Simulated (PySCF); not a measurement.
# Orbital picture of CdTe⁻

r²SCANh at R = 2.678 Å; PySCF, scalar-relativistic core potentials, basis sets Cd def2-TZVPPD with ECP28, Te def2-TZVPPD with ECP28. State: ²Σ⁺ (doublet), unpaired electrons σ ↑. Only the outer orbitals are listed, counted within each symmetry, core potentials removing the inner ones.

| spin | orbital | occ. | ε (eV) | on Cd (%) | main shells (%) |
| --- | --- | --- | --- | --- | --- |
| α | 8σ | 1 | -3.14 | 63 | 61 Cd s, 36 Te p |
| α | 5π | 1 | -0.57 | 7 | 93 Te p |
| α | 5π | 1 | -0.57 | 7 | 93 Te p |
| α | 9σ | 1 | -0.57 | 54 | 38 Te p, 37 Cd p, 16 Cd s |
| α | 6π | 0 | 3.21 | 89 | 89 Cd p, 12 Te p |
| α | 6π | 0 | 3.21 | 89 | 89 Cd p, 12 Te p |
| β | 8σ | 1 | -2.47 | 63 | 62 Cd s, 34 Te p |
| β | 5π | 1 | -0.44 | 6 | 94 Te p |
| β | 5π | 1 | -0.44 | 6 | 94 Te p |
| β | 9σ | 0 | 1.27 | 54 | 36 Te p, 31 Cd p, 22 Cd s |
| β | 6π | 0 | 3.52 | 76 | 76 Cd p, 22 Te p |
| β | 6π | 0 | 3.52 | 76 | 76 Cd p, 22 Te p |

Problem. Which are the highest filled and the lowest empty level, where do they sit, and how wide is the gap?

Solution. Highest filled β 5π at -0.44 eV (in %: 94 Te p); lowest empty β 9σ at 1.27 eV (in %: 36 Te p, 31 Cd p, 22 Cd s); the gap at r²SCANh is 1.71 eV. An empty level above zero is unbound, and its energy depends on the basis.

| Item | Value |
| --- | --- |
| bond order (Mayer) | 1.50 |
| ⟨S²⟩ | 0.762 |
| charge on Cd (Mulliken, basis-dependent) | -0.12 |
| charge on Cd (Löwdin, basis-dependent) | 0.08 |
| dipole moment (positive dipole points towards Te; it is taken about the centre of mass and depends on that origin) | -2.84 D |

Spin–orbit coupling is left out. The state was picked by a PBE0 search and need not be the measured ground state.
